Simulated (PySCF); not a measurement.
F5Si2, SMILES F[Si](F)([Si](F)F)F, multiplicity 2.

The structure is a stationary point at B3LYP-D3(BJ)/def2-SVP. The isomer is the one that the SMILES or the coordinates give; other isomers of the formula were not compared. Other conformers were not sampled.

Level of theory: TDA-CAM-B3LYP/def2-SVPD (PySCF).

Vertical excitations. The molecule is in vacuum.

```csv
state,energy (eV),λ (nm),f,main pairs
root 1,4.57,272,0.005,α HOMO→LUMO 97 %
root 2,4.71,263,0.019,"α HOMO→LUMO+1 78 %, β HOMO→LUMO 18 %"
root 3,5.35,232,0.133,"α HOMO→LUMO+1 18 %, β HOMO→LUMO 75 %"
root 4,6.59,188,0.136,α HOMO→LUMO+2 79 %
root 5,7.18,173,0.000,β HOMO−2→LUMO 94 %
root 6,7.33,169,0.011,"α HOMO→LUMO+5 26 %, α HOMO−1→LUMO 19 %, β HOMO→LUMO+1 48 %"
root 7,7.53,165,0.001,"β HOMO−3→LUMO 80 %, β HOMO−5→LUMO 12 %"
root 8,7.58,164,0.033,"α HOMO→LUMO+4 41 %, α HOMO→LUMO+6 9 %, α HOMO−1→LUMO+1 8 %, α HOMO→LUMO+2 7 %, β HOMO→LUMO+2 21 %"
root 9,7.99,155,0.024,"α HOMO→LUMO+3 53 %, α HOMO−1→LUMO+1 9 %, β HOMO−9→LUMO 17 %, β HOMO→LUMO+2 6 %"
root 10,8.05,154,0.018,"α HOMO→LUMO+4 24 %, α HOMO−1→LUMO+1 8 %, α HOMO→LUMO+3 8 %, β HOMO−6→LUMO 26 %, β HOMO→LUMO+2 15 %, β HOMO−7→LUMO 5 %"
```
Unrestricted roots are not spin-pure.
